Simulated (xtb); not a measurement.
xtb input (GFN2-xTB):

```bash
xtb mol.xyz --gfn 2 --sp --chrg 0 --uhf 0
```
mol.xyz:
```
15

Zn    -0.36375970    -0.14153092    -0.00014761
C     -0.38948670    -0.06407731     1.97017739
C      0.94752821     0.31071179     2.62619422
H     -0.72662225    -1.03802582     2.33914126
H     -1.16453492     0.64958031     2.26737052
H      0.87313812     0.33736159     3.71812988
H      1.73671021    -0.40277017     2.37719964
H      1.29575339     1.29551349     2.30565997
C     -0.32898606    -0.21546470    -1.97046895
C      0.91021344     0.41209477    -2.62544034
H     -1.23544803     0.27462728    -2.33993747
H     -0.41769830    -1.26519257    -2.26801260
H      0.87416557     0.34247598    -3.71742082
H      1.00949556     1.47125864    -2.37608523
H      1.83221814    -0.07848833    -2.30439064
```

Output:

```
           -------------------------------------------------
          |                Calculation Setup                |
           -------------------------------------------------

           -------------------------------------------------
          |                 G F N 2 - x T B                 |
           -------------------------------------------------

        Reference                      10.1021/acs.jctc.8b01176
      * Hamiltonian:
        H0-scaling (s, p, d)           1.850000    2.230000    2.230000
        zeta-weighting                 0.500000
      * Dispersion:
        s8                             2.700000
        a1                             0.520000
        a2                             5.000000
        s9                             5.000000
      * Repulsion:
        kExp                           1.500000    1.000000
        rExp                           1.000000
      * Coulomb:
        alpha                          2.000000
        third order                    shell-resolved
        anisotropic                    true
        a3                             3.000000
        a5                             4.000000
        cn-shift                       1.200000
        cn-exp                         4.000000
        max-rad                        5.000000

          ...................................................
          :                      SETUP                      :
          :.................................................:
          :  # basis functions                  30          :
          :  # atomic orbitals                  30          :
          :  # shells                           20          :
          :  # electrons                        28          :
          :  max. iterations                   250          :
          :  Hamiltonian                  GFN2-xTB          :
          :  restarted?                      false          :
          :  GBSA solvation                  false          :
          :  PC potential                    false          :
          :  electronic temp.          300.0000000     K    :
          :  accuracy                    1.0000000          :
          :  -> integral cutoff          0.2500000E+02      :
          :  -> integral neglect         0.1000000E-07      :
          :  -> SCF convergence          0.1000000E-05 Eh   :
          :  -> wf. convergence          0.1000000E-03 e    :
          :  Broyden damping             0.4000000          :
          :  net charge                          0          :
          :  unpaired electrons                  0          :
          ...................................................

 iter      E             dE          RMSdq      gap      omega  full diag
   1    -14.2580467 -0.142580E+02  0.873E+00    4.66       0.0  T
   2    -14.3072393 -0.491926E-01  0.273E+00    5.30       1.0  T
   3    -14.3016643  0.557507E-02  0.272E+00    4.40       1.0  T
   4    -14.3358198 -0.341556E-01  0.461E-01    4.73       1.0  T
   5    -14.3360427 -0.222933E-03  0.923E-02    4.76       1.0  T
   6    -14.3360512 -0.847005E-05  0.404E-02    4.77       1.0  T
   7    -14.3360504  0.854722E-06  0.180E-02    4.76       1.4  T
   8    -14.3360522 -0.184974E-05  0.437E-03    4.77       5.9  T
   9    -14.3360522 -0.346971E-07  0.143E-03    4.77      18.1  T
  10    -14.3360522 -0.127526E-09  0.183E-04    4.77     141.0  T
  11    -14.3360522 -0.366475E-09  0.746E-05    4.77     345.9  T

   *** convergence criteria satisfied after 11 iterations ***

         #    Occupation            Energy/Eh            Energy/eV
      -------------------------------------------------------------
         1        2.0000           -0.5924651             -16.1218
       ...           ...                  ...                  ...
         8        2.0000           -0.4725035             -12.8575
         9        2.0000           -0.4542781             -12.3615
        10        2.0000           -0.4482969             -12.1988
        11        2.0000           -0.4270478             -11.6206
        12        2.0000           -0.4267094             -11.6114
        13        2.0000           -0.4252069             -11.5705
        14        2.0000           -0.3359999              -9.1430 (HOMO)
        15                         -0.1608520              -4.3770 (LUMO)
        16                         -0.0730229              -1.9871
        17                         -0.0697445              -1.8978
        18                          0.1256136               3.4181
        19                          0.1491415               4.0583
       ...                                ...                  ...
        30                          1.0248436              27.8874
      -------------------------------------------------------------
                  HL-Gap            0.1751479 Eh            4.7660 eV
             Fermi-level           -0.2484259 Eh           -6.7600 eV

 SCC (total)                   0 d,  0 h,  0 min,  0.005 sec
 SCC setup                      ...        0 min,  0.000 sec (  1.390%)
 Dispersion                     ...        0 min,  0.000 sec (  1.202%)
 classical contributions        ...        0 min,  0.000 sec (  0.371%)
 integral evaluation            ...        0 min,  0.001 sec ( 13.154%)
 iterations                     ...        0 min,  0.003 sec ( 51.876%)
 molecular gradient             ...        0 min,  0.002 sec ( 30.046%)
 printout                       ...        0 min,  0.000 sec (  1.696%)

         :::::::::::::::::::::::::::::::::::::::::::::::::::::
         ::                     SUMMARY                     ::
         :::::::::::::::::::::::::::::::::::::::::::::::::::::
         :: total energy             -14.137470466916 Eh    ::
         :: gradient norm              0.019799728254 Eh/a0 ::
         :: HOMO-LUMO gap              4.766016688035 eV    ::
         ::.................................................::
         :: SCC energy               -14.336032408904 Eh    ::
         :: -> isotropic ES            0.037424961714 Eh    ::
         :: -> anisotropic ES          0.005674752806 Eh    ::
         :: -> anisotropic XC          0.008885740520 Eh    ::
         :: -> dispersion             -0.006868883871 Eh    ::
         :: repulsion energy           0.198561941988 Eh    ::
         :: add. restraining           0.000000000000 Eh    ::
         :: total charge              -0.000000000000 e     ::
         :::::::::::::::::::::::::::::::::::::::::::::::::::::

           -------------------------------------------------
          |                Property Printout                |
           -------------------------------------------------

    * Orbital Energies and Occupations

         #    Occupation            Energy/Eh            Energy/eV
      -------------------------------------------------------------
         1        2.0000           -0.5924651             -16.1218
         2        2.0000           -0.5922054             -16.1147
         3        2.0000           -0.5525385             -15.0353
         4        2.0000           -0.5474033             -14.8956
         5        2.0000           -0.4858574             -13.2209
         6        2.0000           -0.4856526             -13.2153
         7        2.0000           -0.4837608             -13.1638
         8        2.0000           -0.4725035             -12.8575
         9        2.0000           -0.4542781             -12.3615
        10        2.0000           -0.4482969             -12.1988
        11        2.0000           -0.4270478             -11.6206
        12        2.0000           -0.4267094             -11.6114
        13        2.0000           -0.4252069             -11.5705
        14        2.0000           -0.3359999              -9.1430 (HOMO)
        15                         -0.1608520              -4.3770 (LUMO)
        16                         -0.0730229              -1.9871
        17                         -0.0697445              -1.8978
        18                          0.1256136               3.4181
        19                          0.1491415               4.0583
        20                          0.1604754               4.3668
        21                          0.1627106               4.4276
        22                          0.1786270               4.8607
        23                          0.1798664               4.8944
        24                          0.1989019               5.4124
        25                          0.2220809               6.0431
       ...                                ...                  ...
        30                          1.0248436              27.8874
      -------------------------------------------------------------
                  HL-Gap            0.1751479 Eh            4.7660 eV
             Fermi-level           -0.2484259 Eh           -6.7600 eV

     #   Z          covCN         q      C6AA      α(0)
     1  30 Zn       1.699     0.261   122.076    21.583
     2   6 C        3.660    -0.171    24.143     7.050
     3   6 C        3.757    -0.089    22.247     6.725
     4   1 H        0.924     0.026     2.640     2.541
     5   1 H        0.924     0.026     2.638     2.540
     6   1 H        0.924     0.027     2.630     2.536
     7   1 H        0.924     0.025     2.666     2.553
     8   1 H        0.924     0.025     2.665     2.553
     9   6 C        3.660    -0.171    24.143     7.050
    10   6 C        3.757    -0.089    22.247     6.725
    11   1 H        0.924     0.026     2.640     2.541
    12   1 H        0.924     0.026     2.638     2.540
    13   1 H        0.924     0.027     2.630     2.536
    14   1 H        0.924     0.025     2.666     2.553
    15   1 H        0.924     0.025     2.665     2.553

 Mol. C6AA /au·bohr⁶  :       2142.061313
 Mol. C8AA /au·bohr⁸  :      65330.389669
 Mol. α(0) /au        :         74.579907

Wiberg/Mayer (AO) data.
largest (>0.10) Wiberg bond orders for each atom

 ---------------------------------------------------------------------------
     #   Z sym  total        # sym  WBO       # sym  WBO       # sym  WBO
 ---------------------------------------------------------------------------
     1  30 Zn   1.613 --     2 C    0.699     9 C    0.699
     2   6 C    3.941 --     3 C    1.016     4 H    0.959     5 H    0.959
                             1 Zn   0.699     9 C    0.300
     3   6 C    3.997 --     2 C    1.016     7 H    0.984     8 H    0.984
                             6 H    0.981
     4   1 H    0.999 --     2 C    0.959
     5   1 H    0.999 --     2 C    0.959
     6   1 H    0.992 --     3 C    0.981
     7   1 H    0.999 --     3 C    0.984
     8   1 H    0.999 --     3 C    0.984
     9   6 C    3.941 --    10 C    1.016    11 H    0.959    12 H    0.959
                             1 Zn   0.699     2 C    0.300
    10   6 C    3.997 --     9 C    1.016    14 H    0.984    15 H    0.984
                            13 H    0.981
    11   1 H    0.999 --     9 C    0.959
    12   1 H    0.999 --     9 C    0.959
    13   1 H    0.992 --    10 C    0.981
    14   1 H    0.999 --    10 C    0.984
    15   1 H    0.999 --    10 C    0.984
 ---------------------------------------------------------------------------

Topologies differ in total number of bonds
Writing topology from bond orders to xtbtopo.mol

molecular dipole:
                 x           y           z       tot (Debye)
 q only:       -0.075      -0.029      -0.000
   full:       -0.075      -0.029      -0.000       0.206
molecular quadrupole (traceless):
                xx          xy          yy          xz          yz          zz
 q only:        1.670       0.083       1.489       0.055      -0.136      -3.159
  q+dip:        0.753      -0.230       1.255       0.014      -0.033      -2.008
Note: The following floating-point exceptions are signalling: IEEE_UNDERFLOW_FLAG IEEE_DENORMAL
normal termination of xtb
   full:        1.928       0.003       1.922       0.061      -0.151      -3.850

           -------------------------------------------------
          | TOTAL ENERGY              -14.137470466916 Eh   |
          | GRADIENT NORM               0.019799728254 Eh/α |
          | HOMO-LUMO GAP               4.766016688035 eV   |
           -------------------------------------------------

------------------------------------------------------------------------
------------------------------------------------------------------------
 total:
 SCF:
```
